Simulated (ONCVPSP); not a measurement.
Scattering properties, ONCV potential for Ar (Z = 18)

argon, optimised norm-conserving Vanderbilt (ONCV), made with ONCVPSP 4.0.1 (PBE, scalar-relativistic). Core [Ne], reference 3s2 3p6. Waves: 3s: rc 1.15 bohr, ncon 3, nbas 6, qcut 6.4 1/bohr, 2 projectors, debl 2.4 Ha; 3p: rc 1.05 bohr, ncon 5, nbas 10, qcut 8.1 1/bohr, 3 projectors, debl 3.2 Ha; d scattering state at 0.05 Ha: rc 1.25 bohr, ncon 3, nbas 8, qcut 7.1 1/bohr, 1 projector. Local part: polynomial inside 1.05 bohr (lpopt 4, dvloc0 4 Ha). Core correction: polynomial model core, fcfact 0.35.

The phase is arctan(r·R′/R) of the radial function R(r), unwrapped; energies in Ha, scanned from -2 to 5 Ha. A pole is an energy at which the radial function vanishes at the test radius. The pseudo phase is shifted by a multiple of π to meet the all-electron one at the reference energy, and phase errors are pseudo minus all-electron; the curves can meet again beyond the range given. Levels narrower than the energy grid can be missing from the lists of poles.

| channel | radius (bohr) | reference energy (Ha) | poles, all-electron | poles, pseudo | unbroken range about the reference energy with phases within 0.05 rad | phase error 1 Ha above the reference energy (rad) |
| --- | --- | --- | --- | --- | --- | --- |
| s | 1.17 | -0.89 | 4.58 | 4.54 | the whole range | -0.000 |
| p | 1.06 | -0.38 | none | none | the whole range | +0.000 |
| d | 1.27 | 0.05 | 3.60 | 3.94 | below 4.4 | +0.006 |

Note: ghosts flagged at negative energy: p at -193.9 eV; GHOST(+) flags only above 600 eV. A true bound ghost makes a file unfit for plane-wave use.

Phases in the d channel:

```json
{"E (Ha)": "-1.98", "all-electron": "0.967", "pseudo": "0.970"}
{"E (Ha)": "-1.62", "all-electron": "0.883", "pseudo": "0.886"}
{"E (Ha)": "-1.26", "all-electron": "0.768", "pseudo": "0.771"}
{"E (Ha)": "-0.90", "all-electron": "0.606", "pseudo": "0.608"}
{"E (Ha)": "-0.54", "all-electron": "0.372", "pseudo": "0.373"}
{"E (Ha)": "-0.18", "all-electron": "0.053", "pseudo": "0.052"}
{"E (Ha)": "0.18", "all-electron": "-0.320", "pseudo": "-0.320"}
{"E (Ha)": "0.54", "all-electron": "-0.660", "pseudo": "-0.659"}
{"E (Ha)": "0.90", "all-electron": "-0.918", "pseudo": "-0.913"}
{"E (Ha)": "1.26", "all-electron": "-1.099", "pseudo": "-1.092"}
{"E (Ha)": "1.62", "all-electron": "-1.228", "pseudo": "-1.218"}
{"E (Ha)": "1.98", "all-electron": "-1.323", "pseudo": "-1.310"}
{"E (Ha)": "2.34", "all-electron": "-1.397", "pseudo": "-1.381"}
{"E (Ha)": "2.70", "all-electron": "-1.456", "pseudo": "-1.437"}
{"E (Ha)": "3.06", "all-electron": "-1.506", "pseudo": "-1.483"}
{"E (Ha)": "3.42", "all-electron": "-1.550", "pseudo": "-1.522"}
{"E (Ha)": "3.78", "all-electron": "-1.591", "pseudo": "-1.556"}
{"E (Ha)": "4.14", "all-electron": "-1.630", "pseudo": "-1.587"}
{"E (Ha)": "4.50", "all-electron": "-1.669", "pseudo": "-1.617"}
{"E (Ha)": "4.86", "all-electron": "-1.710", "pseudo": "-1.645"}
```
